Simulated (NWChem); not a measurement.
Everything below was run with NWChem. System: HS$_{2}$, charge 0, spin multiplicity 2, at a geometry optimised with UPBE0/def2-SVP. The structure started from a generated list of species. Its SCF solution wasn't tested for a lower state. Level: ROCCSD(T)/def2-TZVP, 10 core orbitals frozen.

The NWChem input:

```
start mol
memory heap 100 mb stack 700 mb global 1900 mb
geometry units angstroms nocenter noautoz
  S      0.430648     0.935054     0.000000
  S     -0.467742    -0.829535     0.000000
  H      0.593507    -1.688295     0.000000
  symmetry group Cs
end
basis spherical
  * library def2-tzvp
end
scf
  rohf
  nopen 1
  maxiter 100
  thresh 1e-7
  semidirect memsize 60000000 filesize 0
  # guess.movecs holds the orbitals of an unrestricted PBE0 run
  vectors input guess.movecs output mol.movecs
end
tce
  freeze core 10
  ccsd(t)
  2eorb
  2emet 13
  thresh 1e-6
  maxiter 100
  tilesize 24
end
task tce energy
```

NWChem printed:

```
             Northwest Computational Chemistry Package (NWChem) 7.3.0
             --------------------------------------------------------

                                NWChem Input Module
                                -------------------

 Scaling coordinates for geometry "geometry" by  1.889725989
 (inverse scale =  0.529177249)

 Turning off AUTOSYM since
 SYMMETRY directive was detected!

                             Geometry "geometry" -> ""
                             -------------------------

 Output coordinates in angstroms (scale by  1.889725989 to convert to a.u.)

  No.       Tag          Charge          X              Y              Z
 ---- ---------------- ---------- -------------- -------------- --------------
    1 S                   16.0000     0.43064800     0.93505400     0.00000000
    2 S                   16.0000    -0.46774200    -0.82953500     0.00000000
    3 H                    1.0000     0.59350700    -1.68829500     0.00000000

 Effective nuclear repulsion energy (a.u.)      77.8379771755

            Nuclear Dipole moment (a.u.)
            ----------------------------
        X                 Y               Z
 ---------------- ---------------- ----------------
     0.0000056692     0.0000170075     0.0000000000

      Symmetry information
      --------------------

 Group name             Cs
 Group number              2
 Group order               2
 No. of unique centers     3

      Symmetry unique atoms

     1    2    3


 Summary of "ao basis" -> "" (spherical)
 ------------------------------------------------------------------------------
       Tag                 Description            Shells   Functions and Types
 ---------------- ------------------------------  ------  ---------------------
 *                         def2-tzvp                  on all atoms

 Summary of "ao basis" -> "ao basis" (spherical)
 ------------------------------------------------------------------------------
       Tag                 Description            Shells   Functions and Types
 ---------------- ------------------------------  ------  ---------------------
 S                         def2-tzvp                13       37   5s5p2d1f
 H                         def2-tzvp                 4        6   3s1p

                                 NWChem SCF Module
                                 -----------------

  ao basis        = "ao basis"
  functions       =    80
  atoms           =     3
  closed shells   =    16
  open shells     =     1
  charge          =   0.00
  wavefunction    = ROHF
  use symmetry    = T
  symmetry adapt  = T

 Summary of "ao basis" -> "ao basis" (spherical)
 ------------------------------------------------------------------------------
       Tag                 Description            Shells   Functions and Types
 ---------------- ------------------------------  ------  ---------------------
 S                         def2-tzvp                13       37   5s5p2d1f
 H                         def2-tzvp                 4        6   3s1p

      Symmetry analysis of basis
      --------------------------

        a'         55
        a"         25

 Forming initial guess at       0.1s

      Symmetry analysis of molecular orbitals - initial
      -------------------------------------------------

  Numbering of irreducible representations:

     1 a'          2 a"

  Orbital symmetries:

     1 a'          2 a'          3 a'          4 a'          5 a'
     6 a"          7 a'          8 a"          9 a'         10 a'
    11 a'         12 a'         13 a'         14 a'         15 a"
    16 a'         17 a"         18 a'         19 a'         20 a'
    21 a'         22 a"         23 a'         24 a'         25 a"
    26 a"         27 a'

 Starting SCF solution at       0.1s

 ----------------------------------------------
         Quadratically convergent ROHF

 Convergence threshold     :          1.000E-07
 Maximum no. of iterations :          100
 Final Fock-matrix accuracy:          1.000E-09
 ----------------------------------------------

              iter       energy          gnorm     gmax       time
             ----- ------------------- --------- --------- --------
                 1     -795.6200663622  1.10D+00  4.56D-01      0.6
                 2     -795.6419109526  1.96D-01  6.11D-02      0.6
                 3     -795.6495262301  5.16D-02  2.49D-02      0.9
                 4     -795.6506181264  4.62D-03  1.60D-03      1.1
                 5     -795.6506300168  5.65D-05  2.74D-05      1.3
                 6     -795.6506300191  1.29D-08  4.99D-09      1.7

       Final ROHF results
       ------------------

         Total SCF energy =   -795.650630019069
      One-electron energy =  -1254.804783704543
      Two-electron energy =    381.316176509950
 Nuclear repulsion energy =     77.837977175525

        Time for solution =      1.7s

       Symmetry analysis of molecular orbitals - final
       -----------------------------------------------

  Numbering of irreducible representations:

     1 a'          2 a"

  Orbital symmetries:

     1 a'          2 a'          3 a'          4 a'          5 a'
     6 a'          7 a"          8 a'          9 a"         10 a'
    11 a'         12 a'         13 a'         14 a'         15 a"
    16 a'         17 a"         18 a'         19 a'         20 a'
    21 a'         22 a"         23 a'         24 a'         25 a'
    26 a"         27 a"

             Final eigenvalues
             -----------------

              1
    1  -92.0057
    2  -91.9898
    3   -9.0078
    4   -8.9924
[...]
    51      0.213138  2 S  pz                17      0.187853  1 S  pz
    45     -0.171168  2 S  pz

 Vector   16  Occ=2.000000D+00  E=-3.789436D-01  Symmetry=a'
              MO Center=  3.0D-01,  5.7D-01, -1.5D-15, r^2= 2.3D+00
   Bfn.  Coefficient  Atom+Function         Bfn.  Coefficient  Atom+Function
  ----- ------------  ---------------      ----- ------------  ---------------
    15      0.471906  1 S  px                18      0.342918  1 S  px
    12      0.212301  1 S  px                16     -0.178370  1 S  py
     6     -0.166137  1 S  px                52     -0.154585  2 S  px
    42      0.152096  2 S  s

 Vector   17  Occ=1.000000D+00  E=-1.858287D-01  Symmetry=a"
              MO Center=  3.0D-01,  6.6D-01,  8.3D-14, r^2= 2.1D+00
   Bfn.  Coefficient  Atom+Function         Bfn.  Coefficient  Atom+Function
  ----- ------------  ---------------      ----- ------------  ---------------
    17      0.540523  1 S  pz                20      0.364474  1 S  pz
    57     -0.241060  2 S  pz                54     -0.238167  2 S  pz
    14      0.233650  1 S  pz                 8     -0.183246  1 S  pz

 Vector   18  Occ=0.000000D+00  E= 1.171895D-01  Symmetry=a'
              MO Center=  1.4D-01, -4.9D-01, -1.3D-14, r^2= 5.4D+00
   Bfn.  Coefficient  Atom+Function         Bfn.  Coefficient  Atom+Function
  ----- ------------  ---------------      ----- ------------  ---------------
    42      1.404352  2 S  s                 77     -0.903407  3 H  s
     5     -0.870097  1 S  s                 19      0.828844  1 S  py
    55      0.764740  2 S  px                56      0.508585  2 S  py
    18      0.336624  1 S  px                16      0.289908  1 S  py
    52      0.181612  2 S  px                53      0.179843  2 S  py

 Vector   19  Occ=0.000000D+00  E= 1.317411D-01  Symmetry=a'
              MO Center=  1.9D-01, -9.1D-01, -7.4D-15, r^2= 4.4D+00
   Bfn.  Coefficient  Atom+Function         Bfn.  Coefficient  Atom+Function
  ----- ------------  ---------------      ----- ------------  ---------------
    77      1.524233  3 H  s                 56      1.235079  2 S  py
     5     -0.710372  1 S  s                 19      0.477078  1 S  py
    18      0.446212  1 S  px                55     -0.408877  2 S  px
    42     -0.255563  2 S  s                 53      0.234654  2 S  py

 Vector   20  Occ=0.000000D+00  E= 3.010813D-01  Symmetry=a'
              MO Center=  6.9D-02, -7.0D-01, -2.1D-14, r^2= 5.6D+00
   Bfn.  Coefficient  Atom+Function         Bfn.  Coefficient  Atom+Function
  ----- ------------  ---------------      ----- ------------  ---------------
    77      0.906004  3 H  s                 76     -0.783764  3 H  s
    19      0.680078  1 S  py                56     -0.672808  2 S  py
    53      0.404433  2 S  py                16     -0.271549  1 S  py
    15     -0.216246  1 S  px                18      0.174575  1 S  px

 center of mass
 --------------
 x =  -0.01710218 y =   0.04865002 z =   0.00000000

 moments of inertia (a.u.)
 ------------------
         188.496820503667         -86.723987506758           0.000000000000
         -86.723987506758          47.402613259493           0.000000000000
           0.000000000000           0.000000000000         235.899433763160

  Mulliken analysis of the total density
  --------------------------------------

    Atom       Charge   Shell Charges
 -----------   ------   -------------------------------------------------------
    1 S   16    16.07   2.01  0.49  1.48  1.10  0.84  4.17  1.70  0.85  2.24  1.10  0.03  0.07  0.01
    2 S   16    16.08   2.01  0.49  1.48  1.07  0.78  4.18  1.69  0.86  2.33  1.03  0.05  0.12  0.01
    3 H    1     0.84   0.23  0.50  0.09  0.02

 Mulliken analysis of the open-shell density
 -------------------------------------------

    Atom       Charge   Shell Charges
 -----------   ------   -------------------------------------------------------
    1 S   16     0.85   0.00  0.00 -0.00  0.00 -0.00  0.02 -0.02  0.14  0.46  0.23  0.00  0.00  0.00
    2 S   16     0.15   0.00  0.00 -0.00  0.00  0.00  0.00 -0.00  0.03  0.08  0.03  0.00  0.01  0.00
    3 H    1     0.00   0.00 -0.00  0.00  0.00

       Multipole analysis of the density wrt the origin
       ------------------------------------------------

     L   x y z        total         open         nuclear
     -   - - -        -----         ----         -------
     0   0 0 0     -0.000000     -1.000000     33.000000

     1   1 0 0      0.204582     -0.560112      0.000006
     1   0 1 0     -0.449929     -1.242680      0.000017
     1   0 0 1      0.000000     -0.000000      0.000000

     2   2 0 0    -20.333833     -1.808164     24.354998
     2   1 1 0     -0.477388     -1.773841     41.599275
     2   1 0 1     -0.000000      0.000000      0.000000
     2   0 2 0    -17.951445     -4.705761     99.452744
     2   0 1 1      0.000000      0.000000      0.000000
     2   0 0 2    -20.151540     -2.933256      0.000000

                   NWChem Extensible Many-Electron Theory Module
                   ---------------------------------------------


            General Information
            -------------------
      Number of processors :     1
         Wavefunction type : Restricted open-shell Hartree-Fock
          No. of electrons :    33
           Alpha electrons :    17
            Beta electrons :    16
           No. of orbitals :   160
            Alpha orbitals :    80
             Beta orbitals :    80
        Alpha frozen cores :    10
         Beta frozen cores :    10
     Alpha frozen virtuals :     0
      Beta frozen virtuals :     0
         Spin multiplicity : doublet
    Number of AO functions :    80
       Number of AO shells :    30
        Use of symmetry is : on
      Symmetry adaption is : on
         Schwarz screening : 0.10D-09

          Correlation Information
          -----------------------
          Calculation type : Coupled-cluster singles & doubles w/ perturbation
   Perturbative correction : (T)
            Max iterations :      100
        Residual threshold : 0.10D-05
     T(0) DIIS level shift : 0.00D+00
     L(0) DIIS level shift : 0.00D+00
     T(1) DIIS level shift : 0.00D+00
     L(1) DIIS level shift : 0.00D+00
     T(R) DIIS level shift : 0.00D+00
     T(I) DIIS level shift : 0.00D+00
   CC-T/L Amplitude update :  5-th order DIIS
                I/O scheme : Global Array Library
        L-threshold :  0.10D-05
        EOM-threshold :  0.10D-05
 no EOMCCSD initial starts read in
 TCE RESTART OPTIONS
 SLICE:      F
 D4D5:       F
 quantumc:   F
 qrotation:  F
 pwtce:      F
 qducc:      F
 nacto:                         0
 nrotv:                         0
 nrot:                          0

            Memory Information
            ------------------
          Available GA space size is     249024000 doubles
          Available MA space size is     104852588 doubles

 Maximum block size supplied by input
 Maximum block size        24 doubles

 tile_dim =     21

 -------------------------------------------------
   1    alpha     a'     5 doubles       0       1
   2    alpha     a"     1 doubles       5       2
   3    alpha     a"     1 doubles       6       3
   4    beta      a'     5 doubles       7       4
   5    beta      a"     1 doubles      12       5
   6    alpha     a'    21 doubles      13       6
   7    alpha     a'    21 doubles      34       7
   8    alpha     a"    21 doubles      55       8
   9    beta      a'    21 doubles      76       9
  10    beta      a'    21 doubles      97      10
  11    beta      a"     1 doubles     118      11
  12    beta      a"    21 doubles     119      12

 Global array virtual files algorithm will be used

 Parallel file system coherency ......... OK

 4-electron integrals stored in orbital form

 v2    file size   =          3274891
 4-index algorithm nr.  13 is used
 imaxsize =       30
 imaxsize ichop =        0


CCSD iterations
 ---------------------------------------------------------
 Iter          Residuum       Correlation     Cpu    Wall
 ---------------------------------------------------------
    1   0.1545395443389  -0.3328122965875     0.4     0.4
    2   0.0390503606883  -0.3523472327086     0.4     0.4
    3   0.0160250761760  -0.3596455463782     0.4     0.4
    4   0.0060585744411  -0.3614348407692     0.5     0.5
    5   0.0051196639227  -0.3619671347775     0.4     0.4
    6   0.0022887655070  -0.3624031558134     0.5     0.5
    7   0.0017497126007  -0.3625160704796     0.4     0.4
    8   0.0008411033189  -0.3625391870297     0.4     0.4
    9   0.0008434049969  -0.3625552742612     0.4     0.4
   10   0.0003822154037  -0.3625845487853     0.4     0.4
   11   0.0000706522738  -0.3626170974087     0.4     0.4
   12   0.0000401727773  -0.3626206701197     0.5     0.5
   13   0.0000165866399  -0.3626229801169     0.4     0.4
   14   0.0000170275323  -0.3626224442079     0.4     0.4
   15   0.0000065708223  -0.3626232738853     0.4     0.4
   16   0.0000030980621  -0.3626231736991     0.4     0.4
   17   0.0000026582745  -0.3626232199595     0.4     0.4
   18   0.0000011093406  -0.3626233205084     0.4     0.4
   19   0.0000013527350  -0.3626233002371     0.4     0.4
   20   0.0000005287906  -0.3626233629957     0.4     0.4
 -----------------------------------------------------------------
 Iterations converged
 CCSD correlation energy / hartree =        -0.362623362995688
 CCSD total energy / hartree       =      -796.013253382064704

 Singles contributions
    17a"  (beta ) ---    15a"  (beta )        0.1312050094

 Doubles contributions
 CCSD(T)
 Using plain CCSD(T) code
             total no. of tasks          366
 total no. of tasks / no. procs          366
                         wl_min            1           1.0
                         wl_max      1157625          10.2
        thresh for no. of tasks          366

 CCSD[T]  correction energy / hartree =        -0.018866153010077
 CCSD[T] correlation energy / hartree =        -0.381489516005766
 CCSD[T] total energy / hartree       =      -796.032119535074798
 CCSD(T)  correction energy / hartree =        -0.018257431258037
 CCSD(T) correlation energy / hartree =        -0.380880794253725
 CCSD(T) total energy / hartree       =      -796.031510813322711

 Task  times  cpu:       24.1s     wall:       24.1s

 Total times  cpu:       24.1s     wall:       24.1s
```
